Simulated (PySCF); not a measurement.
triflic acid (CHF3O3S), singlet, geometry from GFN2-xTB; CAMB3LYP/6-31G (PySCF).

PySCF was given this input:
```python
from pyscf import gto, scf, dft

mol = gto.M(
    atom='''
O     1.41469782   -0.49779905   -1.06169565
S     0.80886675    0.30104012    0.16311669
O     1.27034678   -0.28302073    1.37173556
O     0.90598970    1.68891681   -0.07270317
C    -0.97345522   -0.20872619   -0.06496558
F    -1.73274043    0.25154402    0.91428660
F    -1.43423367    0.23041401   -1.22337302
F    -1.01685156   -1.53813106   -0.06070275
H     1.82502020   -1.32350365   -0.79066498
''',
    basis='6-31g',
    verbose=3,
)

mf = dft.RKS(mol)
mf.xc = 'camb3lyp'
mf.kernel()
mf.analyze()
```

What the program printed (banner, timings and long lists left out):

```
converged SCF energy = -961.391306482045
**** MO energy ****
MO #1   energy= -89.2899066427332  occ= 2
MO #2   energy= -24.8725386182251  occ= 2
MO #3   energy= -24.8721348415473  occ= 2
MO #4   energy= -24.8699533303149  occ= 2
MO #5   energy= -19.3334862783854  occ= 2
MO #6   energy= -19.278669933817   occ= 2
MO #7   energy= -19.2776193620888  occ= 2
MO #8   energy= -10.5914664081369  occ= 2
MO #9   energy= -8.36895867623957  occ= 2
MO #10  energy= -6.3321722480011   occ= 2
MO #11  energy= -6.33021165088052  occ= 2
MO #12  energy= -6.32622309435521  occ= 2
MO #13  energy= -1.49171646502748  occ= 2
MO #14  energy= -1.38864401802258  occ= 2
MO #15  energy= -1.38691271400977  occ= 2
MO #16  energy= -1.37481274550468  occ= 2
MO #17  energy= -1.22856761659611  occ= 2
MO #18  energy= -1.2140309127807   occ= 2
MO #19  energy= -0.911352660976095 occ= 2
MO #20  energy= -0.812344073948444 occ= 2
MO #21  energy= -0.770776724557129 occ= 2
MO #22  energy= -0.729870556437126 occ= 2
MO #23  energy= -0.728223441968888 occ= 2
MO #24  energy= -0.653762415195625 occ= 2
MO #25  energy= -0.614656337254141 occ= 2
MO #26  energy= -0.608008719119228 occ= 2
MO #27  energy= -0.594654654013286 occ= 2
MO #28  energy= -0.588993524783684 occ= 2
MO #29  energy= -0.563328054754221 occ= 2
MO #30  energy= -0.561296471234464 occ= 2
MO #31  energy= -0.546438328907361 occ= 2
MO #32  energy= -0.538843210918138 occ= 2
MO #33  energy= -0.491230467322343 occ= 2
MO #34  energy= -0.459085643080855 occ= 2
MO #35  energy= -0.440197933237958 occ= 2
MO #36  energy= -0.425937650292505 occ= 2
MO #37  energy= -0.420615063751383 occ= 2
MO #38  energy= 0.0128975411815508 occ= 0
MO #39  energy= 0.0440868502347449 occ= 0
MO #40  energy= 0.0877810691788499 occ= 0
MO #41  energy= 0.096010629445582  occ= 0
MO #42  energy= 0.111171256539893  occ= 0
MO #43  energy= 0.192941222438369  occ= 0
MO #44  energy= 0.204965376695191  occ= 0
MO #45  energy= 0.241978972827006  occ= 0
 ** Mulliken atomic charges  **
charge of    0O =     -0.63482
charge of    1S =      1.80441
charge of    2O =     -0.74149
charge of    3O =     -0.70490
charge of    4C =      0.52047
charge of    5F =     -0.19732
charge of    6F =     -0.19720
charge of    7F =     -0.21606
charge of    8H =      0.36690
Dipole moment(X, Y, Z, Debye): -0.19552, -3.00314, -1.03746
```
